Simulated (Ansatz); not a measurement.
gallium atom (Ga), doublet; PBE0/aug-cc-pVDZ run with Ansatz (an electronic-structure program).

Here is a job for Ansatz.
Ansatz 0.2 input:
```yaml
crystal:
  periodic: [false, false, false]
  atoms:
    - {symbol: Ga, position_ang: [0.00000000, 0.00000000, 0.00000000]}
basis:
  gaussian:
    orbitals: aug-cc-pVDZ
hamiltonian:
  xc: pbe0
magnetization: {spin_polarized: true, initial_magnetization: 1}
accuracy: high
```

It wrote (shortened):

```
Functional definition: PBE0
347 factors; integrals over basis functions are off by at most 3.6e-9 eV
mean field evaluation 1: about -52368.8960 eV, gradient 1.9e0 eV
mean field evaluation 2: about -52368.9364 eV, gradient 3.6e-1 eV
mean field evaluation 4: about -52368.9324 eV, gradient 3.8e-1 eV
mean field evaluation 8: about -52368.9340 eV, gradient 1.8e-3 eV
mean field evaluation 16: about -52368.9340 eV, gradient 5.8e-9 eV
mean field evaluation 32: about -52368.9336 eV, gradient 1.8e-1 eV
mean field -52368.93399614 eV, -1924.5228274198 hartree, gradient 7.0e-9 eV, S^2 0.753594; 1 other end points of the search recorded, 0 dependent functions left out
reference -52368.93399985 eV, -1924.5228275563 hartree; 16, 15 occupied and 20, 21 virtual orbitals, 347 factors
Total energy: -52368.93399985 eV, -1924.5228275563 hartree
```
